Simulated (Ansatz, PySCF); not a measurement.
Species: CH7NSi, charge 0, multiplicity 1. SMILES: CN[SiH3]
Geometry: optimised at B3LYP-D3(BJ)/def2-TZVP (Ansatz, a quantum-chemistry and plane-wave program).

PBE beside other levels, property by property. Cores are frozen in the correlated levels unless marked. Open shells are spin-unrestricted. No spin-orbit coupling. Non-relativistic. CBS marks a two-point X^-3 extrapolation of the correlation energy; Hartree-Fock from the larger set. The bracket is a focal-point correction in the basis named. Rows marked 298 K are enthalpies with B3LYP-D3(BJ) harmonic zero-point and thermal terms from PySCF. Vertical energies are electronic, to the SCF solution reached for that spin. Anions need diffuse functions, of which def2-TZVPD holds fewer than the aug- sets. The coupled-cluster column (Ansatz) is a level with limits of its own: (a) RI-MP2/CBS(aug-cc-pV(T+d)Z,aug-cc-pV(Q+d)Z)+[CCSD(T)-MP2]/aug-cc-pV(T+d)Z; (b) CCSD(T)/CBS(aug-cc-pV(T+d)Z,aug-cc-pV(Q+d)Z); (c) CCSD(T)/CBS(cc-pV(T+d)Z,cc-pV(Q+d)Z).

| property | PBE/def2-TZVPD (Ansatz) | r2SCAN/def2-TZVPD (Ansatz) | r2SCAN-D4/def2-TZVPD (Ansatz + dftd4) | PBE0/def2-TZVPD (Ansatz) | coupled cluster |
|---|---|---|---|---|---|
| H-Si bond dissociation enthalpy, 298 K, to CN[SiH2] + H atom (kcal/mol) | 82.4 | 84.5 | 84.6 | 84.5 | 90.4 (b) |
| vertical ionisation energy to the doublet (eV) | 8.81 | 8.82 | 8.83 | 8.94 | 9.29 (a) |
| C-N bond dissociation enthalpy, 298 K, to [NH][SiH3] + [CH3] (CH3) (kcal/mol) | 86.4 | 79.8 | 80.2 | 85.5 | 89.0 (a) |
| deprotonation enthalpy (H-N bond), 298 K, to C[N-][SiH3] + H+ (kcal/mol) | 370.4 | 374.0 | 373.9 | 375.8 | 376.2 (b) |
| deprotonation enthalpy (H-Si bond), 298 K, to CN[SiH2-] + H+ (kcal/mol) | 374.2 | 379.8 | 379.6 | 379.0 | 380.3 (b) |
| proton affinity at N, enthalpy at 298 K, to C[NH2+][SiH3] (kcal/mol) | 213.5 | 214.6 | 214.5 | 215.0 | 215.3 (c) |
| H-N bond dissociation enthalpy, 298 K, to C[N][SiH3] + H atom (kcal/mol) | 97.0 | 96.5 | 96.6 | 98.2 | 104.2 (b) |
| C-H bond dissociation enthalpy, 298 K, to [CH2]N[SiH3] + H atom (kcal/mol) | 86.5 | 86.4 | 86.5 | 87.5 | 92.1 (b) |

As the rows show:
- H-Si bond dissociation enthalpy, 298 K, to CN[SiH2] + H atom: PBE lies 8.0 kcal/mol below coupled cluster.
- vertical ionisation energy to the doublet: PBE lies 0.48 eV below coupled cluster.
- C-N bond dissociation enthalpy, 298 K, to [NH][SiH3] + [CH3] (CH3): PBE lies 2.6 kcal/mol below coupled cluster.
- deprotonation enthalpy (H-N bond), 298 K, to C[N-][SiH3] + H+: PBE lies 5.8 kcal/mol below coupled cluster.
- deprotonation enthalpy (H-Si bond), 298 K, to CN[SiH2-] + H+: PBE lies 6.1 kcal/mol below coupled cluster.
- proton affinity at N, enthalpy at 298 K, to C[NH2+][SiH3]: PBE lies 1.8 kcal/mol below coupled cluster.
- H-N bond dissociation enthalpy, 298 K, to C[N][SiH3] + H atom: PBE lies 7.2 kcal/mol below coupled cluster.
- C-H bond dissociation enthalpy, 298 K, to [CH2]N[SiH3] + H atom: PBE lies 5.6 kcal/mol below coupled cluster.
